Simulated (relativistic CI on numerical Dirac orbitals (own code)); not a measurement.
Re5+ (5d2) in a crystal field

Calculated by Dirac-Coulomb-Breit CI, separate exchange-only KLI orbitals for each configuration, QED by a radiative potential, valence Slater integrals scaled by 0.7, one configuration in a parametric crystal field (own radial code).

Field parameters in Wybourne normalisation: Oh B⁴₀ = 21Dq, B⁴₄ = √(5/14) B⁴₀. The field is a parameter set, without covalency.

S is read from ⟨S²⟩ = S(S + 1).

Levels (cm⁻¹, degeneracy): 0 (2), 494 (3), 6076 (3), 7186 (1), 12874 (3), 13646 (2), 25142 (1), 27172 (1), 28391 (3), 29654 (3), 30007 (2), 35099 (1).

Q: Which field gives this pattern?
A. Oh, 10Dq = 10000 cm⁻¹
B. Oh, 10Dq = 33950 cm⁻¹
C. Oh, 10Dq = 41950 cm⁻¹
D. Oh, 10Dq = 25950 cm⁻¹

A: D. Oh, 10Dq = 25950 cm⁻¹, ground level with S = 0.95.
